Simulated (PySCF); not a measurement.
A structure optimised at PBE0-D3(BJ)/def2-SVP, used in a PySCF frequency run:

```xyz
9

Si     1.5880     0.0000     0.0697
O      0.0000     0.0000    -0.3995
Si    -1.5880     0.0000     0.0697
H      2.4403     0.0000    -1.1518
H      1.8877    -1.2152     0.8867
H      1.8877     1.2152     0.8867
H     -1.8877     1.2152     0.8867
H     -2.4403     0.0000    -1.1518
H     -1.8877    -1.2152     0.8867
```
Charge 0, spin multiplicity 1.

**Question.** Write its SMILES, formula and point group.

**Answer.** [SiH3]O[SiH3], H6OSi2, C2v

**Question.** What are its rotational constants (standard atomic weights)?

**Answer.** 34.602, 2.9049, 2.8605 GHz
